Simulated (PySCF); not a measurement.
germanium monoxide (GeO), SMILES [O]=[Ge] (connectivity only; charge and spin as stated), neutral, multiplicity 1. Atoms are numbered in the order given.

```xyz
2

Ge     0.0000     0.0000    -0.3266
O      0.0000     0.0000     1.3063
```

Geometry: B3LYP-D3(BJ)/def2-TZVPD.

Two levels are set side by side: PBE/pcSseg-2 (PySCF) and B3LYP/pcSseg-2 (PySCF). GIAO shifts against GeH4 (⁷³Ge), H2O (¹⁷O) at the same level; non-relativistic, no solvent, atoms listed together averaged. Differences are taken from unrounded values.

```tsv
quantity	B3LYP
δ(⁷³Ge) of Ge1 (ppm)	733.7
δ(¹⁷O) of O2 (ppm)	754.6
```

Task: What does PBE give, and how far is it from B3LYP? (The exact figures need the calculation; the answer reports its results.)

Result: 
| quantity | PBE | PBE minus B3LYP |
|---|---|---|
| δ(⁷³Ge) of Ge1 (ppm) | 698.4 | -35.3 |
| δ(¹⁷O) of O2 (ppm) | 736.2 | -18.3 |

Rough cost on one machine, each run with all the roots and properties that it gave: B3LYP against PBE within a factor of 2.
